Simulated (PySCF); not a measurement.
# Electron correlation in Si⁺ (silicon, charge +1)

[Ne] 3s2 3p1, 2P determinant. All numbers are calculated (PySCF 2.14, the spin-free X2C one-electron Hamiltonian (Gaussian nucleus), in aug-cc-pCVTZ-DK with one added diffuse shell each of s, p, d, f type (9s8p6d4f, 91 functions)). Frozen: [Ne]; 3 electrons correlated.

MP2 pair energies summed by pair of shells (mhartree):

```
 pair  energy  share (%)
3s-3s  -23.21       55.3
3s-3p  -18.74       44.7
```

Total MP2 correlation energy: -41.95 mhartree.

Same-spin part -2.77 and opposite-spin part -39.18 mhartree; SCS-MP2 scales them by 1/3 and 6/5 to -47.94 mhartree.
